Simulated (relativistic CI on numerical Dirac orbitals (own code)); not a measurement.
**Ions with 26 electrons, Fe to Rh19+**

Method of calculation: Dirac-Coulomb-Breit CI, separate exchange-only KLI orbitals for each configuration, QED by a radiative potential, unscaled Slater integrals (own radial code, finite nucleus).

CI space (outside the closed core [Ne]): 3s²3p⁶3d⁸, 3s²3p⁵3d⁹, 3s3p⁶3d⁹, 3s²3p⁶3d⁷4s, 3s²3p⁶3d⁷4p, 3s²3p⁶3d⁶4s², 3s²3p⁶3d⁵4s²4p. Double excitations out of closed p, d and f shells are left out; levels of such configurations are missing from the list, as are those of other unlisted configurations, and high levels can miss mixing partners.

Energies above each ion's lowest level, in cm⁻¹. Levels are followed by their leading LS label, which can pass from one level to another where the coupling changes.

| Ion | 3s²3p⁶3d⁸ ³F4 | 3s²3p⁶3d⁸ ³F3 | 3s²3p⁶3d⁸ ³F2 | 3s²3p⁶3d⁸ ³P2 | 3s²3p⁶3d⁸ ³P1 |
| --- | --- | --- | --- | --- | --- |
| Fe |  |  |  |  |  |
| Co+ | 10731.2 | 11631.7 | 12256.5 |  | 30547.4 |
| Ni2+ | 0.0 | 1311.3 | 2204.8 | 20532.3 | 21049.1 |
| Cu3+ | 0.0 | 1812.1 | 3021.7 | 23573.2 | 24217.4 |
| Zn4+ | 0.0 | 2417.6 | 3993.0 | 26549.4 | 27308.3 |
| Ga5+ | 0.0 | 3141.9 | 5132.8 | 29569.2 | 30415.7 |
| Ge6+ | 0.0 | 4000.3 | 6453.1 | 32699.0 | 33589.6 |
| As7+ | 0.0 | 5009.2 | 7963.5 | 35993.5 | 36866.3 |
| Se8+ | 0.0 | 6186.0 | 9669.3 | 39502.6 | 40276.4 |
| Br9+ | 0.0 | 7549.1 | 11570.1 | 43274.0 | 43847.0 |
| Kr10+ | 0.0 | 9118.3 | 13657.8 | 47355.4 | 47604.2 |
| Rb11+ | 0.0 | 10914.1 | 15914.9 | 51795.5 | 51573.5 |
| Sr12+ | 0.0 | 12958.5 | 18312.2 | 56645.5 | 55780.4 |
| Zr14+ | 0.0 | 17886.1 | 23354.8 | 46370.0 | 65011.3 |
| Nb15+ | 0.0 | 20818.9 | 25893.7 | 50040.2 | 70089.1 |
| Mo16+ | 0.0 | 24099.2 | 28373.4 | 54152.2 | 75512.5 |
| Tc17+ | 0.0 | 27754.8 | 30753.1 | 58762.9 | 81310.2 |
| Ru18+ | 0.0 | 31814.4 | 33008.2 | 63913.2 | 87512.5 |
| Rh19+ | 0.0 | 36307.8 |  | 69629.0 | 94150.2 |

In the calculation the lowest level changes from 3s²3p⁶3d⁶4s² ⁵D4 to 3s²3p⁶3d⁷4s ⁵F5 at Co+; from 3s²3p⁶3d⁷4s ⁵F5 to 3s²3p⁶3d⁸ ³F4 at Ni2+.

Between Z = 42 and 45 the energy of 3s²3p⁶3d⁸ ³F3 follows a local power law Z^5.9. For orientation: electrostatic splittings inside a shell grow about linearly with the screened charge, excitations that change n as its square, and fine structure as its fourth power; written in Z itself the exponents are larger, since the screened charge grows faster in proportion.

For Co+ NIST ASD gives another ground level, 3d8 3F4.

The members near neutrality are the least accurate: they can be off by several eV, miss lower levels of configurations outside the list, or start from a wrong lowest level.
